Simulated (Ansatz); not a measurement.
Consider the redistribution: `CNBOCF` + `[F][GeH2][SiH2]S` → `FCOB[SiH2]S` + `C[NH][GeH2][F]`.

Isolated molecules relaxed with PBE0-D4/def2-TZVP in Ansatz; ΔE leaves out vibrations. CCSD(T)/CBS adds triple-zeta CCSD(T) − MP2 to the extrapolated MP2 energy (def2 sets, frozen cores). Functionals use def2-TZVPP. B3LYP here is the variant with VWN-RPA as its local correlation; programs differ in this. For Ge outer-core shells are correlated without core-valence functions, which leaves a few kJ/mol of doubt a bond. Scalar relativity is left out up to krypton. One conformer a species, not always the lowest.

`CNBOCF`:

Z-matrix (Å, degrees):
```
C
N 1 1.443
H 1 1.090 2 109.2
H 1 1.094 2 111.7 3 -119.3
H 1 1.094 2 111.7 3 119.4
B 2 1.393 1 125.1 3 -2.7
H 2 1.008 1 114.6 3 -176.7
O 6 1.385 2 123.2 1 178.1
H 6 1.196 2 120.5 1 -1.3
C 8 1.368 6 121.7 2 -10.9
F 10 1.385 8 111.3 6 65.6
H 10 1.091 8 108.7 6 -176.7
H 10 1.097 8 111.8 6 -53.2
```

`[F][GeH2][SiH2]S`:

```xyz
9

F    -2.423   -0.384   -0.297
Ge   -1.043    0.614   -0.691
Si    0.905   -0.623   -0.071
S     1.004   -0.920    2.042
H    -1.165    0.908   -2.198
H    -1.224    1.909    0.123
H     2.103    0.091   -0.592
H     0.848   -1.985   -0.656
H     0.995    0.390    2.340
```

`FCOB[SiH2]S`:

Z-matrix (Å, degrees):
```
C
O 1 1.393
F 1 1.361 2 108.7
H 1 1.092 2 108.3 3 -117.4
H 1 1.095 2 110.8 3 119.0
B 2 1.351 1 121.5 3 -101.7
Si 6 2.020 2 120.0 1 174.9
H 6 1.207 2 118.5 1 -3.3
S 7 2.152 6 106.7 2 -117.8
H 7 1.485 6 114.5 2 -2.9
H 7 1.491 6 111.5 2 120.9
H 9 1.344 7 94.7 6 -52.8
```

`C[NH][GeH2][F]`:

Cartesian coordinates in Å:
```
C 1.424 -0.038 -0.029
N 0.153 0.318 -0.629
Ge -1.408 0.126 0.257
F -1.789 -1.564 0.533
H 1.652 -1.110 -0.079
H 2.240 0.508 -0.511
H 1.425 0.250 1.025
H 0.115 0.127 -1.619
H -1.262 0.721 1.661
H -2.551 0.662 -0.608
```

```csv
level,ΔE (kJ/mol),difference from CCSD(T)/CBS
r2SCAN-D4,141.4,11.0
PBE0-D4,140.1,9.7
B3LYP-D4,139.4,9.0
ωB97M-V,137.7,7.3
PBE,138.9,8.5
r2SCAN,141.3,10.9
PBE0,139.2,8.8
B3LYP,137.8,7.4
HF/def2-TZVPP,128.0,-2.4
MP2/def2-TZVPP,128.9,-1.5
SCS-MP2/def2-TZVPP,125.6,-4.8
HF/def2-QZVPP,127.5,-2.9
MP2/def2-QZVPP,129.8,-0.6
SCS-MP2/def2-QZVPP,126.2,-4.2
HF/CBS(def2),127.5,-2.9
MP2/CBS(def2),130.7,0.3
CCSD(T)/CBS,130.4,0
```

Largest T1 diagnostic among the species: 0.013.
